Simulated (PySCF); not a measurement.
Cd(Br)(OH) (BrCdHO), SMILES [Cd]([OH])[Br].

The structure is a stationary point at B3LYP-D3(BJ)/def2-TZVP. The def2 effective core potentials stand for the cores of Cd; spin–orbit coupling is left out. Other conformers were not sampled.

Method: TDA-ωB97X/def2-SVPD (PySCF 2.14.0).

Vertical excitations.  State labels are in the subgroup Cs.

```
state  symmetry  energy (eV)  λ (nm)      f                                              main pairs
-----  --------  -----------  ------  -----  ------------------------------------------------------
S1           A"         5.17     240  0.002                        HOMO→LUMO 76 %, HOMO−2→LUMO 19 %
S2           A'         5.52     225  0.023                                        HOMO−1→LUMO 94 %
S3           A"         5.71     217  0.055                        HOMO−2→LUMO 75 %, HOMO→LUMO 19 %
S4           A'         6.47     192  0.157                      HOMO−3→LUMO 67 %, HOMO→LUMO+2 13 %
S5           A"         6.94     179  0.000                                        HOMO→LUMO+1 88 %
S6           A'         7.10     175  0.017                    HOMO−1→LUMO+1 52 %, HOMO−4→LUMO 40 %
S7           A'         7.22     172  0.002  HOMO→LUMO+2 53 %, HOMO−4→LUMO 19 %, HOMO−1→LUMO+1 17 %
S8           A"         7.30     170  0.000                                      HOMO−1→LUMO+2 96 %
S9           A"         7.41     167  0.000                                      HOMO−2→LUMO+1 87 %
S10          A'         7.74     160  0.016                  HOMO−3→LUMO+1 71 %, HOMO−2→LUMO+2 22 %
T1           A"         4.79     259      0                        HOMO→LUMO 69 %, HOMO−2→LUMO 24 %
T2           A'         5.14     241      0                                        HOMO−1→LUMO 85 %
T3           A"         5.32     233      0                        HOMO−2→LUMO 67 %, HOMO→LUMO 24 %
T4           A'         5.41     229      0                                        HOMO−3→LUMO 84 %
```
Triplets are in the Tamm–Dancoff approximation.
